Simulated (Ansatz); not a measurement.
The cluster Na₄H₅⁻, relaxed as a singlet with RKS PBE-D4/def2-SVPD in Ansatz, starting from the GFN1-xTB geometry. Force threshold 0.02 eV/Å.

The structure comes from a short search, and lower isomers may exist.

Start:

Cartesian coordinates in Å:
```
Na 2.230 0.841 -0.248
Na 0.540 -1.362 0.951
Na -2.108 -1.053 -0.500
Na -0.687 1.603 -0.092
H -0.218 0.488 1.643
H -2.368 0.789 -1.083
H 2.480 -1.047 0.210
H -0.975 -2.535 0.081
H 1.106 2.276 -0.962
```

```csv
step,energy (eV),largest force component (eV/Å),SCF passes
1,-17726.4403,0.422,13
2,-17726.6988,0.143,15
3,-17726.8063,0.138,15
4,-17726.9003,0.104,15
5,-17726.9697,0.537,15
6,-17727.0511,0.213,15
7 (rejected),-17727.0103,1.214,15
8,-17727.0717,0.164,15
9,-17727.0923,0.209,15
10 (rejected),-17727.0340,0.685,15
11 (rejected),-17727.0809,0.115,14
12,-17727.0945,0.098,16
13,-17727.0969,0.078,16
14,-17727.0978,0.057,15
15,-17727.0984,0.031,16
16,-17727.0986,0.011,11
```

Force components are those of the run's own axes.

End:

```tsv
atom	x (Å)	y (Å)	z (Å)
Na1	2.0195	0.8893	0.1365
Na2	0.7975	-1.9228	0.7419
Na3	-2.0349	-0.8577	-0.0309
Na4	-0.8154	1.9556	-0.6218
H5	-0.1328	0.2273	0.8072
H6	-2.7408	0.9736	-1.0144
H7	2.8234	-1.1187	0.4951
H8	-1.1568	-2.8369	0.3288
H9	1.2403	2.6904	-0.8425
```

Bonds formed: Na1–H5, Na3–H5 (atoms count from 1). Metal–metal contacts that move far: Na2–Na4 3.37 to 4.42 Å.

No frequencies were taken in this run, so the end may be a saddle point.

Hardware: 4 threads of Intel Xeon on a shared host. Wall time 37 s.
